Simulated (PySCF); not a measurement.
A structure optimised at B3LYP-D3(BJ)/def2-SVP, used in a PySCF frequency run:

```xyz
10

C     -0.9151    -0.9441    -0.0202
N     -1.3820     0.2239    -0.2613
C     -0.4495     1.2628    -0.1034
N      0.8101     1.1361     0.0550
C      1.3308    -0.1957     0.0315
O      0.3454    -1.2459     0.2821
H     -1.5642    -1.8302    -0.0097
H     -0.8819     2.2719    -0.1062
H      2.0966    -0.3289     0.8094
H      1.7931    -0.4036    -0.9531
```

**Question.** Write its SMILES and formula.

**Answer.** C1=NC=NCO1, C3H4N2O

**Question.** What are its rotational constants (standard atomic weights)?

**Answer.** 5.9397, 5.8339, 3.0285 GHz
